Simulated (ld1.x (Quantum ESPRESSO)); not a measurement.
**Zr (Z = 40), PAW: configuration errors across variants**

```
Element                 : Zr
Generator               : ld1.x (Quantum ESPRESSO) 7.5
Type                    : PAW
Functional              : BP86
Relativity              : fully relativistic
Frozen core             : [Kr]
Valence charge          : 4
Reference configuration : 4d2 5s2 5p0
Partial waves           : 5s (bound): rcut 2.80, rcutus 3.40 bohr; 5s channel at 0.05 Ry: rcut 2.80, rcutus 3.40 bohr; 5p (bound, empty): rcut 3.75, rcutus 4.70 bohr; 5p channel at 1.15 Ry: rcut 3.75, rcutus 4.70 bohr; 4d (bound): rcut 2.70, rcutus 3.30 bohr; 4d channel at 2.25 Ry: rcut 2.70, rcutus 3.30 bohr; 4f channel at -0.05 Ry: rcut 3.90, rcutus 4.50 bohr; 4f channel at 1.4 Ry: rcut 3.90, rcutus 4.50 bohr
Local potential         : all-electron potential smoothed inside 2.80 bohr (lloc = -2)
Core correction         : Bessel-smoothed model core inside 2.70 bohr
Augmentation charge     : PSQ, radius 2.95 bohr
```

Open shells are filled in proportion to 2j + 1 (rel_dist='average').

All-electron excitation energies from the reference (eV): (1) 4d2 5s1 5p0 7.314; (2) 4d2 5s0 5p0 20.415; (3) 4d1 5s0 5p0 43.092; (4) 4d2 5s1.5 5p0 2.959.

Errors AE − PS in meV (a dash: test not solved or not reliable):

```tsv
change	(1)	(2)	(3)	(4)	bound ghosts
base	-5.3	-41	-403	-1.0	not determined
local potential all-electron potential smoothed inside 1.78 bohr (lloc = -2)	-2.3	-19	-378	-0.5	not determined
local potential all-electron potential smoothed inside 2.72 bohr (lloc = -2)	-6.0	-44	-408	-1.1	not determined
local potential all-electron potential smoothed inside 3.24 bohr (lloc = -2)	-5.0	-39	-400	-0.9	not determined
local potential all-electron potential smoothed inside 3.58 bohr (lloc = -2)	-5.0	-39	-400	-0.9	not determined
local potential all-electron potential smoothed inside 4.10 bohr (lloc = -2)	-1.9	-20	-381	-0.3	not determined
local potential all-electron potential smoothed inside 4.54 bohr (lloc = -2)	-19	-122	-519	-3.8	not determined
local potential all-electron potential smoothed inside 5.08 bohr (lloc = -2)	-15	-99	-484	-3.1	not determined
local potential all-electron potential smoothed inside 5.50 bohr (lloc = -2)	-15	-95	-479	-3.0	not determined
```

Q: Give the same row for: local potential all-electron potential smoothed inside 2.18 bohr (lloc = -2).

A: -1.7, -19, -378, -0.2; bound ghosts: not determined.
